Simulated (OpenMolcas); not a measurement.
## 4d ions of charge +4 along the row

```
Program             : OpenMolcas 26.06
Method              : CASSCF
Basis               : ANO-RCC-VTZP
Scalar Hamiltonian  : DKH2, point nucleus
Spin-orbit coupling : RASSI with atomic mean-field integrals over the reference wave functions, term energies averaged over their components
```

Active space: the 4d shell.

B and C come from two terms' centres of gravity (d2, d8: 3P = 15B, 1G = 12B + 2C; d3, d7: 4P = 15B, 2G = 4B + 3C; d4, d6: 3G = 9B + 4C, 3H = 4B + 4C; d5: 4D = 17B + 5C, 4G = 10B + 5C, above the ground term), where all their levels are at least 80 % pure. ζ = ±2S·A comes from the whole width of the ground multiplet by E(J) = (A/2) J(J+1), where its levels are at least 85 % pure. Energies in cm-1.

```csv
Ion,Configuration,Lowest level,Weight (%),B,B measured,C,C measured,ζ,ζ measured
Mo4+,4d2,3F2,99,889,711,3371,2930,922,959
Tc4+,4d3,4F 3/2,99,893,,3643,,1096,
Ru4+,4d4,5D0,98,,,,,1371,
Rh4+,4d5,6S 5/2,99,,,,,,
Pd4+,4d6,5D4,98,,,,,1727,
Ag4+,4d7,4F 9/2,97,,,,,1985,2028
```

Measured columns use the levels in Sugar and Musgrove, J. Phys. Chem. Ref. Data 17, 155 (1988) (Mo4+); the list in Gamrath, thesis, University of Mons (2023) (Ag4+).

The computed ζ goes from 922 (Mo4+) to 1985 cm-1 (Ag4+), a factor of 2.15, rising at every step. It departs from the measured column by -4 to -2 %.

Without dynamic correlation excited terms often stand tens of per cent too high (terms of higher spin than the ground term too low), and those without a measured partner can miss by more than the paired ones. Computed and measured levels are paired by configuration, term and J; levels that our copy of the source lacks, or whose pairing is in doubt (as where it misses far off the trend of its configuration), stay unpaired and out of the deviations. Levels of configurations outside the active space are missing.
